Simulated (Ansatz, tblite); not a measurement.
Forces on (HBe-mu-Cl)2 (Be2H2Cl2) at its PBE-D4/def2-TZVP geometry. Total charge 0; singlet.

The xTB rows come from tblite. Another isomer (singlet) lies 0.28 eV lower at PBE0-D4/def2-TZVP; other spin states weren't run for this one.

GFN1-xTB (tblite), largest force 0.86 eV/Å:

```xyz
6
positions Å, forces eV/Å
Be    0.113   -0.407    1.217    0.076   -0.273    0.817
Be   -0.113    0.407   -1.217   -0.076    0.273   -0.817
Cl    0.178    1.461    0.472   -0.036   -0.299   -0.097
Cl   -0.178   -1.461   -0.472    0.036    0.299    0.096
H     0.231   -0.830    2.485   -0.075    0.269   -0.805
H    -0.230    0.830   -2.485    0.075   -0.269    0.805
```

GFN2-xTB (tblite), largest force 0.86 eV/Å:

```
Be 0.025 -0.091 0.272
Be -0.025 0.091 -0.272
Cl -0.100 -0.818 -0.264
Cl 0.100 0.818 0.264
H -0.067 0.242 -0.724
H 0.067 -0.242 0.724
```

PBE-D4/def2-TZVP (Ansatz), largest force 0.00 eV/Å:

```
Be 0.000 0.000 -0.001
Be 0.000 0.000 0.001
Cl 0.000 0.001 0.000
Cl 0.000 -0.001 0.000
H 0.000 0.000 -0.001
H 0.000 0.000 0.001
```
